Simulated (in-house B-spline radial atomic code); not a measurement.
A calculation on Ti+: its settings, and results tabulated from the run. All numbers are computed (scalar-relativistic (X2C) r2SCAN0, spin-polarised, spherical fractional occupations, exact exchange averaged over the configuration; Fermi nucleus of rms radius 3.5921 fm) with a B-spline radial code for spherical atoms, not measured.

Command:
```bash
python run_scf.py task.json out
```
Settings (nuclear radius in fm, mass in u):
```
Z                22
configuration    [Ar] 3d2 4s1
hamiltonian      x2c
method           r2scan0
spin_polarised   True
nucleus          fermi
rms_radius       3.5921
atomic_mass      47.94794
speed_of_light   137.035999084
exact_exchange   averaged over the configuration
```

Output (hartree, bohr):
```
 radial grid: 82 intervals, B-splines of order 8, outer radius 60 bohr

 iter        energy (Eh)    residual
    1        -853.398304    3.96e-02
    2        -853.402506    1.25e-03
    3        -853.402516    6.46e-04
    4        -853.402519    3.73e-04
    5        -853.402521    7.10e-05
    6        -853.402521    1.32e-05
    7        -853.402521    1.80e-06
    8        -853.402521    2.25e-07
    9        -853.402521    1.09e-07

 total energy                      -853.40252
 kinetic                             861.5878
 electron-nucleus                  -2024.4854
 Hartree                             351.4807
 exact exchange                      -10.1900
 exchange-correlation                -31.7957

 orbital      occ     eigenvalue          <r>       <r^2>       <1/r>       r_max
 1s up      1.000      -181.0212    0.0693198  0.00647724     22.0184     0.04527
 1s down    1.000      -181.0201    0.0693206  0.00647738     22.0181     0.04527
 2s up      1.000       -20.6866     0.323602    0.123919     4.59778      0.2684
 2s down    1.000       -20.6570     0.323273    0.123633      4.6021      0.2683
 2p up      3.000       -17.1076      0.28949     0.10336     4.45442      0.2196
 2p down    3.000       -17.0833     0.289052    0.102995     4.45922      0.2195
 3s up      1.000        -2.8259      1.00688     1.16834     1.39464      0.8689
 3s down    1.000        -2.7277      1.00852     1.17202     1.39087      0.8696
 3p up      3.000        -1.8708      1.08795     1.39319     1.25599      0.9037
 3p down    3.000        -1.7668      1.08613     1.38604     1.25559      0.9042
 3d up      2.000        -0.5098      1.49528     2.90322    0.897388      0.9847
 4s up      1.000        -0.4315      3.15118     11.2408        0.41       2.742
```

Cost of the run: 1 s on 1 thread of Arm Neoverse N1, on a shared host.
